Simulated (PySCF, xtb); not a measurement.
Te(OMe)(NH2) (CH5NOTe), SMILES CO[Te]N.

GFN2-xTB (xtb 6.7.1) at its own geometry gives an orbital gap of 3.92 eV and a dipole moment of 1.79 D.

The structure is a stationary point at B3LYP-D3(BJ)/def2-SVP. The structure was generated by enumeration, and PubChem lists no compound with its InChIKey, so it may never have been made. The def2 effective core potentials stand for the cores of Te; spin–orbit coupling is left out. Other conformers were not sampled.

Q: What does PBE/def2-TZVP (PySCF) give? (Estimate from the structure and the level; the computed values follow.)

A: gap 2.93 eV (levels -5.02 and -2.09 eV), dipole 1.56 D.
